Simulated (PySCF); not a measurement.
Polarisability and C₆ of Kr+ (krypton, charge +1)

[Ar] 3d10 4s2 4p5, 2P determinant. Computed with PySCF 2.14 in aug-cc-pVQZ-DK (8s7p5d3f2g, 93 functions), with the spin-free X2C one-electron Hamiltonian (Gaussian nucleus). Coupled (time-dependent) response in atomic units; α is the mean over directions.

| method | mean α (bohr³) | α xx, yy, zz | C₆ (like pair) | S(−4) |
| --- | --- | --- | --- | --- |
| UHF | 10.54 | 10.24, 10.70, 10.70 | 64.37 | 19.86 |
| PBE | 10.99 | 10.52, 11.22, 11.22 | 67.52 | 22.72 |
| PBE0 | 10.76 | 10.35, 10.97, 10.97 | 65.88 | 21.32 |

S(−4) is the Cauchy moment in α(ω) = α(0) + S(−4) ω² + …

Spin-orbit coupling is absent.

α(iu) at PBE0:

```
u (hartree)  α(iu) (bohr³)
          0          10.76
     0.0500          10.71
      0.100          10.56
      0.200          9.983
      0.300          9.173
      0.500          7.346
      0.750          5.374
       1.00          3.963
       1.50          2.328
       2.00          1.514
       3.00         0.7958
       5.00         0.3465
```

For an ion, C₆ is the dispersion term alone; charge-induced terms of lower order in 1/R come first.

The components differ because the open shell of this determinant is not spherical; for a pure term their mean is the scalar polarisability.
